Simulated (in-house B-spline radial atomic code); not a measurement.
Response and correlation along the 48-electron series, closed shell [Kr] 4d10 5s2; the second-order energy is extrapolated in partial waves. Computed with an all-electron radial atomic-structure program (B-spline basis): relativistic RPA and second-order many-body perturbation theory on Dirac-Hartree-Fock.

```tsv
ion	Z	dipole polarisability (bohr³)	quadrupole polarisability (bohr⁵)	ratio of RPA to uncoupled dipole	second order correlation energy (Eh)	C6 of two such ions (Eh bohr⁶)
Cd	48	63.685	599.11	1.2836	-2.7721	614.01
In+	49	29.601	150.02	1.1498	-2.7951	211.16
Sn2+	50	17.902	61.854	1.0907	-2.8167	103.49
Sb3+	51	12.163	31.745	1.0564	-2.838	59.393
Te4+	52	8.8363	18.446	1.0335	-2.8593	37.36
I5+	53	6.7089	11.616	1.0168	-2.8804	24.978
Xe6+	54	5.2568	7.7409	1.0038	-2.9013	17.452
Cs7+	55	4.2184	5.3812	0.99339	-2.9218	12.609
Ba8+	56	3.449	3.8657	0.98473	-2.942	9.3559
La9+	57	2.863	2.851	0.97738	-2.9618	7.094
Ce10+	58	2.4065	2.1486	0.97103	-2.9812	5.4771
Pr11+	59	2.0444	1.6489	0.96546	-3.0002	4.2942
Nd12+	60	1.7526	1.2851	0.96053	-3.0189	3.4115
Pm13+	61	1.5144	1.015	0.95612	-3.0372	2.7418
```

Question: How fast does the dipole polarisability fall along the series?

Answer: From 63.69 to 1.514 bohr³; a fit of its logarithm against log Z from Z = 48 to 61 has slope -14.23.
